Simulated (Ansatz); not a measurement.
`[CH]1=NC[O][InH]1` → `C[O][InH][C]#N`  (isomerisation)

Computed with Ansatz on PBE0-D4/def2-TZVP structures; ΔE is electronic, products minus reactants. CCSD(T)/CBS adds triple-zeta CCSD(T) − MP2 to the extrapolated MP2 energy (def2 sets, frozen cores). DFT in def2-TZVPP. def2 core potentials past Kr. For In outer-core shells are correlated without core-valence functions, which leaves a few kJ/mol of doubt a bond. Each species was taken in one conformer, which may not be the lowest.

```csv
species,PBE0 energy (Eh)
`[CH]1=NC[O][InH]1`,-398.53878
`C[O][InH][C]#N`,-398.54309
```

**Question.** Work out ΔE.

**Answer.** ΔE = (-398.54309) − (-398.53878) = -0.00431 Eh = -11.3 kJ/mol. CCSD(T)/CBS gives -42.7 kJ/mol.

Largest T1 diagnostic among the species: 0.019.

The D4 term adds +5.8 kJ/mol with B3LYP and +2.5 kJ/mol with PBE0; it sums over pairs of atoms, weighted by their polarisabilities, and B3LYP, whose exchange is more repulsive, gets the larger term. From PBE to PBE0 (25 % exact exchange), in def2-TZVPP and without D4, ΔE moves by −8.0 kJ/mol. In def2-TZVPP, CCSD(T) changes the Hartree–Fock value by +43.7 kJ/mol (the triples alone add +7.5 kJ/mol) and MP2 by +40.7 kJ/mol.

B3LYP here is the variant with VWN-RPA as its local correlation; programs differ in this.
